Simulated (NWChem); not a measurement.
## Correlation energy of silicon dioxide molecule (O2Si)

SMILES: O=[Si]=O
```xyz
3

O      0.0000     0.0000    -1.5184
Si     0.0000     0.0000     0.0000
O      0.0000     0.0000     1.5184
```
Charge 0, spin multiplicity 1.

All runs are NWChem calculations. Structure: optimised with PBE0/def2-SVP, a minimum by its harmonic frequencies.

Basis set: def2-TZVP. Each correlation energy counts from its own Hartree-Fock reference.

The correlated methods keep 7 core orbitals frozen. Coupled-cluster values serve here as a point of comparison, not as the truth.

Q: For the correlation energy, CR-CCSD(T) gives -596.0 mHa and CCSD gives -573.7 mHa. What do MP2, CCSD(T), SCS-MP2 give?

A: MP2: -586.3 mHa; CCSD(T): -602.9 mHa; SCS-MP2: -568.8 mHa.
